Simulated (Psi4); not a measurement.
Two rigid molecules brought together: C4H12Ge ··· CO (SMILES C[C](C)(C)[GeH3] and [C-]#[O+]). Monomers: optimised at B3LYP-D3(BJ) (def2-SVP and def2-TZVP), held rigid. Orientation: lowest of the rigid-body minima from ten starts at GFN2-xTB. The monomers approach along the line of their centres of mass (distance R); nothing else relaxes.

Computed with SAPT0/jun-cc-pVDZ, frozen core run with Psi4.

Components in kcal/mol:

| R / Å | electrostatics | exchange | induction | dispersion | total |
|---|---|---|---|---|---|
| 3.26 | -26.34 | 69.54 | -10.47 | -11.56 | 21.16 |
| 3.46 | -16.60 | 44.19 | -6.45 | -8.36 | 12.78 |
| 3.65 | -10.53 | 28.22 | -3.95 | -6.14 | 7.60 |
| 3.84 | -6.60 | 17.73 | -2.37 | -4.51 | 4.25 |
| 4.05 | -3.90 | 10.41 | -1.32 | -3.22 | 1.97 |
| 4.36 | -1.79 | 4.60 | -0.55 | -1.99 | 0.28 |
| 4.66 | -0.85 | 2.02 | -0.23 | -1.26 | -0.32 |
| 5.14 | -0.28 | 0.51 | -0.06 | -0.64 | -0.47 |
| 5.87 | -0.07 | 0.06 | -0.01 | -0.25 | -0.28 |
| 6.83 | -0.02 | 0.00 | 0.00 | -0.09 | -0.11 |
| 8.16 | -0.01 | 0.00 | 0.00 | -0.03 | -0.04 |
